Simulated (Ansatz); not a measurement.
Ansatz (an electronic-structure program) input (CCSD(T)/def2-SVPD):

Ansatz 0.2 input:
```yaml
crystal:
  periodic: [false, false, false]
  atoms:
    - {symbol: C, position_ang: [-0.76300776, 1.54427050, -1.12092425]}
    - {symbol: Ge, position_ang: [-0.05609576, -0.07139958, -0.27315456]}
    - {symbol: C, position_ang: [1.64895917, -0.64283474, -1.04456716]}
    - {symbol: C, position_ang: [-1.37081299, -1.51857536, -0.19550964]}
    - {symbol: Cl, position_ang: [0.37300871, 0.47477148, 1.81634101]}
    - {symbol: H, position_ang: [-0.99877760, 1.34288966, -2.16717681]}
    - {symbol: H, position_ang: [-1.66887684, 1.86806873, -0.61019941]}
    - {symbol: H, position_ang: [-0.02582008, 2.34455884, -1.07217126]}
    - {symbol: H, position_ang: [2.04112329, -1.49605731, -0.49274971]}
    - {symbol: H, position_ang: [1.50783967, -0.93004192, -2.08782332]}
    - {symbol: H, position_ang: [2.37182987, 0.17043585, -0.99626741]}
    - {symbol: H, position_ang: [-1.63043431, -1.84014833, -1.20544710]}
    - {symbol: H, position_ang: [-2.27307426, -1.17659665, 0.30972210]}
    - {symbol: H, position_ang: [-0.96072406, -2.36659970, 0.35126796]}
basis:
  gaussian:
    orbitals: def2-SVPD
magnetization: {spin_polarized: false}
correlation: {method: ccsd_t, electrons: outside_noble_gas}
output: {forces: true}
```

End of the output:

```
second order -19.20693130 eV of doubles, -0.00000000 eV of singles
coupled cluster: 4.10 GiB planned
cycle   1  -20.48390969 eV  change    -1.3e0 eV  update   8.9e-2
cycle   2  -20.97239006 eV  change   -4.9e-1 eV  update   2.5e-2
cycle   3  -21.04212291 eV  change   -7.0e-2 eV  update   9.2e-3
cycle   4  -21.04200846 eV  change    1.1e-4 eV  update   2.1e-3
cycle   5  -21.04166685 eV  change    3.4e-4 eV  update   5.9e-4
cycle   6  -21.04169243 eV  change   -2.6e-5 eV  update   1.6e-4
cycle   7  -21.04172908 eV  change   -3.7e-5 eV  update   5.2e-5
cycle   8  -21.04175511 eV  change   -2.6e-5 eV  update   1.5e-5
cycle   9  -21.04175860 eV  change   -3.5e-6 eV  update   5.1e-6
perturbative correction -0.67118823 eV, -0.0246657126 hartree
the calculation of the forces begins
1.36 GiB of device memory are held for the factors and their scratch space
Total energy: -72221.85956497 eV, -2654.1043852781 hartree
Atom 0 at    -0.763008     1.544271    -1.120924 Å, force     0.151327    -0.358896     0.168036 eV/Å
Atom 1 at    -0.056096    -0.071400    -0.273155 Å, force    -0.040415    -0.051440    -0.196798 eV/Å
Atom 2 at     1.648959    -0.642835    -1.044567 Å, force    -0.377496     0.120625     0.151296 eV/Å
Atom 3 at    -1.370813    -1.518575    -0.195510 Å, force     0.284589     0.312630    -0.034860 eV/Å
Atom 4 at     0.373009     0.474771     1.816341 Å, force     0.057506     0.073194     0.280021 eV/Å
Atom 5 at    -0.998778     1.342890    -2.167177 Å, force    -0.101234    -0.054118    -0.415868 eV/Å
Atom 6 at    -1.668877     1.868069    -0.610199 Å, force    -0.377254     0.156594     0.193890 eV/Å
Atom 7 at    -0.025820     2.344559    -1.072171 Å, force     0.287070     0.349250     0.007104 eV/Å
Atom 8 at     2.041123    -1.496057    -0.492750 Å, force     0.185604    -0.353789     0.211708 eV/Å
Atom 9 at     1.507840    -0.930042    -2.087823 Å, force    -0.029574    -0.119097    -0.413600 eV/Å
Atom 10 at     2.371830     0.170436    -0.996267 Å, force     0.319316     0.320011     0.008125 eV/Å
Atom 11 at    -1.630434    -1.840148    -1.205447 Å, force    -0.119292    -0.145116    -0.388375 eV/Å
Atom 12 at    -2.273074    -1.176597     0.309722 Å, force    -0.385380     0.115648     0.206262 eV/Å
Atom 13 at    -0.960724    -2.366600     0.351268 Å, force     0.145232    -0.365497     0.223059 eV/Å
Dipole moment:    -0.118327    -0.150608    -0.576185 e Å
```
